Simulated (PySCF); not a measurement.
# SiBr₃⁺, singlet: data card

Computed with B3LYP in PySCF with Si def2-SVP, Br def2-SVP; no relativity; density-fitted integrals.

The structure is a minimum.

```xyz
4
charge 1 multiplicity 1, angstrom
Si    0.0000    0.0000    0.0000
Br    2.1381    0.0000    0.0000
Br   -1.0690    1.8516    0.0000
Br   -1.0690   -1.8516    0.0000
```

* Point group: D3h
* Bond lengths: Si–Br 2.138 Å (×3)
* Bond angles: Br–Si–Br 120.0° (×3)
* Principal quadrupole moments (Buckingham, traceless) about the centre of mass: -9.27, 4.64, 4.64 D Å
* Rotational symmetry number: 6
* Lowest empty level: -8.48 eV
* Highest occupied level: -13.82 eV
* Principal polarisabilities: 38.7, 82.5, 82.5 bohr³
* Entropy at 298.15 K and 1 bar: 340.1 J/(mol K)
* Zero-point energy: 11.2 kJ/mol
* Heat capacity Cp at 298.15 K: 73.3 J/(mol K)
* Rotational constants: 0.03115, 0.03115, 0.01558 cm⁻¹
* Dipole moment about the centre of mass: 0.00 D
* Enthalpy at 298.15 K above 0 K: 17.22 kJ/mol

Harmonic modes (masses in u: Si 27.977, Br 78.918):
```csv
symmetry,ω (cm⁻¹),"IR (km/mol, summed over degenerate members)"
e',114,4.3
a2'',195,10.1
a1',266,0.0
e',590,287
```

In D3h the vibrations span 2e' + a2'' + a1'. The a1' mode carries no infrared intensity, as symmetry demands.

Charges (e):
| atom | Mulliken | Löwdin | polar tensor | Mayer order to Si1 |
| --- | --- | --- | --- | --- |
| Si1 | 0.68 | 0.33 | 1.55 | – |
| Br2,3,4 | 0.11 | 0.22 | -0.18 | 1.38 |

Mulliken populations on Si1: s 5.16, p 7.82, d 0.35.

Counting electrons, silicon keeps none of its valence electrons outside its bonds, so the VSEPR class is AX3 and the expected shape is trigonal planar (D3h), as computed.

Only a few start shapes were tried, so a lower isomer may exist.

The final relaxation and frequency run took roughly 90 core-seconds on a shared host.
